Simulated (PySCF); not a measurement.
CH7NSi3, SMILES [SiH3][Si@H]1N=C[SiH2]1. The structure is a stationary point at B3LYP-D3(BJ)/def2-SVP. The structure was generated by enumeration; whether it is a known compound was not checked.

The numbers are results of B3LYP-D3(BJ)/def2-SVP in PySCF, not measurements.

Harmonic wavenumbers (cm⁻¹): 81, 94, 106, 226, 352, 418, 429, 474, 510, 547, 584, 624, 675, 708, 760, 780, 874, 906, 940, 943, 944, 1290, 1593, 2188, 2198, 2204, 2208, 2217, 2222, 3007. Rotational constants (GHz): 4.408, 1.466, 1.291; symmetry number 1.

Problem. Work out the zero-point energy and the ideal-gas rigid-rotor harmonic-oscillator thermochemistry at 298.15 K and 1 atm.

Solution. ZPE = ½ Σ hcν = ½ × 31103 cm⁻¹ = 186.04 kJ/mol. H − E(el) = 209.98 kJ/mol. Entropy in J/(mol K): translation 168.17, rotation 117.35, vibration 84.58, total 370.10. G − E(el) = 99.63 kJ/mol. Cp = 131.57 J/(mol K). Modes under 150 cm⁻¹ make the vibrational entropy uncertain.
